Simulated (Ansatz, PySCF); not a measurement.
Species: SiCl$_{3}$ (charge +1, singlet). 
Structure (B3LYP-D3(BJ)/def2-TZVP (Ansatz, an electronic-structure program) minimum search):
```xyz
4

Si     0.0000     0.0000     0.0000
Cl    -1.6886    -0.9873     0.0232
Cl    -0.0108     1.9561    -0.0084
Cl     1.6994    -0.9688    -0.0148
```
Charge +1, spin multiplicity 1.

Total electronic energies in hartree. Valence correlation only, unless marked. No spin-orbit coupling. Non-relativistic. CBS(X,Y): correlation extrapolated as X^-3; Hartree-Fock from the larger set.

```csv
level,program,energy (Eh)
HF/aug-cc-pV(T+d)Z,Ansatz,-1667.35715
HF/cc-pV(Q+d)Z,Ansatz,-1667.37024
PBE/def2-TZVPD,Ansatz,-1669.26034
revPBE-D4/def2-TZVPD,Ansatz + dftd4,…
r2SCAN/def2-TZVPD,PySCF,…
PBE0-D4/def2-TZVPD,Ansatz + dftd4,-1669.39766
LC-wPBE/def2-TZVPD,Ansatz,-1669.48620
MP2/aug-cc-pV(Q+d)Z,Ansatz,-1668.09237
SCS-MP2/aug-cc-pV(Q+d)Z,Ansatz,-1668.08531
SCS-MP2/cc-pV(Q+d)Z,Ansatz,-1668.07797
CCSD/STO-3G,Ansatz,-1649.26172
CCSD/6-31G*,Ansatz,-1667.67657
CCSD/aug-cc-pV(T+d)Z,Ansatz,-1668.06600
CCSD(T) with core electrons (1s frozen past Ne)/cc-pwCVTZ,Ansatz,-1669.17670
"CCSD(T)/CBS(aug-cc-pV(T+d)Z,aug-cc-pV(Q+d)Z)",Ansatz,-1668.2137
```

What belongs in the gaps?


- revPBE-D4/def2-TZVPD, energy (Eh): -1669.66914
- r2SCAN/def2-TZVPD, energy (Eh): -1669.85302
